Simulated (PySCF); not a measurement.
Record of a relaxation.

F₂O₂Se.
SMILES with atom numbers: `[O:1]=[Se:2](=[O:3])([F:4])[F:5]`

Computed by this run: PBE0-D3(BJ)/def2-SVP geometry optimisation, gas phase in PySCF; density fitting, grid level 1; the optimiser is geomeTRIC in internal coordinates, started from a GFN2-xTB structure. The frame can shift and turn from step to step; on so coarse a grid that alone can change the energy by a few meV, and forces under 0.02 eV/Å are noise.

Step 0: E = -74840.7691 eV, largest atomic force 5.215 eV/Å
```
atom  x, y, z in Å  |  force x, y, z in eV/Å
O1     -0.265   -1.202   -1.066   -0.418  -2.458  -2.948
Se2    -0.076   -0.190    0.050    1.899   4.678  -1.305
O3     -0.399   -0.424    1.516   -0.738  -0.412   3.746
F4     -0.806    1.341   -0.448    0.520  -1.244   0.395
F5      1.555    0.479   -0.069   -1.263  -0.564   0.112
```

Step 1: E = -74840.7724 eV, largest atomic force 4.276 eV/Å
```
atom  x, y, z in Å  |  force x, y, z in eV/Å
O1      0.086   -1.266   -1.093    0.909   0.710   0.625
Se2     0.120   -0.152    0.050   -2.729  -3.193   0.805
O3     -0.050   -0.442    1.611    0.956   0.294  -0.803
F4     -1.266    0.743   -0.296   -0.729   0.859  -0.298
F5      1.119    1.121   -0.288    1.592   1.329  -0.329
```

Step 2: E = -74841.0048 eV, largest atomic force 2.076 eV/Å
```
atom  x, y, z in Å  |  force x, y, z in eV/Å
O1      0.129   -1.269   -1.082    0.337   0.555   0.346
Se2     0.061   -0.157    0.048   -1.144  -1.677   0.434
O3     -0.007   -0.448    1.607    0.360   0.284  -0.541
F4     -1.315    0.781   -0.311   -0.146   0.333  -0.116
F5      1.141    1.096   -0.280    0.593   0.505  -0.123
```

Step 3: E = -74841.0599 eV, largest atomic force 0.114 eV/Å
```
atom  x, y, z in Å  |  force x, y, z in eV/Å
O1      0.160   -1.256   -1.091   -0.004  -0.062  -0.027
Se2     0.020   -0.185    0.054   -0.009   0.088  -0.019
O3      0.025   -0.440    1.608   -0.008  -0.013   0.038
F4     -1.325    0.808   -0.315   -0.093  -0.028   0.001
F5      1.129    1.076   -0.274    0.113   0.015   0.008
```

Step 4: E = -74841.0613 eV, largest atomic force 0.023 eV/Å
```
atom  x, y, z in Å  |  force x, y, z in eV/Å
O1      0.158   -1.255   -1.091    0.009  -0.013  -0.015
Se2     0.021   -0.180    0.052   -0.018   0.014  -0.001
O3      0.024   -0.438    1.606    0.004   0.009   0.020
F4     -1.335    0.801   -0.313    0.006   0.001  -0.008
F5      1.141    1.075   -0.272   -0.001  -0.012   0.003
```

Step 5: E = -74841.0613 eV, largest atomic force under 0.02 eV/Å
```
atom  x, y, z in Å  |  force x, y, z in eV/Å
O1      0.158   -1.255   -1.092    0.000  -0.006   0.000
Se2     0.021   -0.180    0.052   -0.002  -0.001   0.003
O3      0.025   -0.437    1.607   -0.004   0.006   0.006
F4     -1.335    0.801   -0.313    0.002   0.001  -0.007
F5      1.141    1.074   -0.271    0.004  -0.001  -0.002
```

Problem. Summarise the path.

Solution. The energy falls by 0.2922 eV from step 0 to step 5; nine tenths of that is first reached at step 3. It falls at every step. The largest force goes from 5.215 to under 0.02 eV/Å. Among the bonds O1=Se2 changes most (a near tie, within 0.001 Å, with another), from 1.518 to 1.575 Å; the atoms move by 0.049 Å rms after alignment.

What follows is the cost of the whole optimisation. Time: 16 s; peak memory 0.37 GiB. Hardware: an Arm Neoverse V2 with one thread, shared host with 96 logical CPUs at a one-minute load of 54.
